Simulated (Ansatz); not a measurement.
Reaction (ligand exchange at the Si–C bond): `N[Si](O)(F)CF` + HBr → `N[Si](O)(F)Br` + fluoromethane

Computed with Ansatz on PBE0-D4/def2-TZVP structures; ΔE is electronic, products minus reactants. CBS: MP2 limit from def2 TZ/QZ plus the TZ coupled-cluster correction, frozen cores. This one scheme is used for every species. DFT in def2-TZVPP. For Br outer-core shells are correlated without core-valence functions, which leaves a few kJ/mol of doubt a bond. Scalar relativity is left out up to krypton. Each species was taken in one conformer, which may not be the lowest.

Q: Is it downhill or uphill in electronic energy at CCSD(T)/CBS, and by how much? (Best estimate.)

A: The calculation gave: Downhill: ΔE = -111.6 kJ/mol.

Q: What do these levels give: revPBE-D4, r2SCAN0-D4, ωB97X-V, PBE0, CCSD/def2-SVP, MP2/def2-TZVPP? (Best estimate.)

A: Ansatz gave: revPBE-D4 -105.4, r2SCAN0-D4 -113.5, ωB97X-V -107.0, PBE0 -110.1, CCSD/def2-SVP -103.5, MP2/def2-TZVPP -115.6 kJ/mol.

Largest T1 diagnostic among the species: 0.011.

From PBE to PBE0 (25 % exact exchange), in def2-TZVPP and without D4, ΔE moves by −5.0 kJ/mol. At CCSD(T), def2-SVP lies +8.5 kJ/mol from the extrapolated value and def2-TZVPP +4.4 kJ/mol. Leaving LDA and LC-ωPBE aside and taking each functional with its dispersion term where it has one, the values, not all of them listed here, spread over 12.3 kJ/mol, from PBE-QIDH to BLYP-D4. LDA lies +6.2 kJ/mol from PBE without D4.
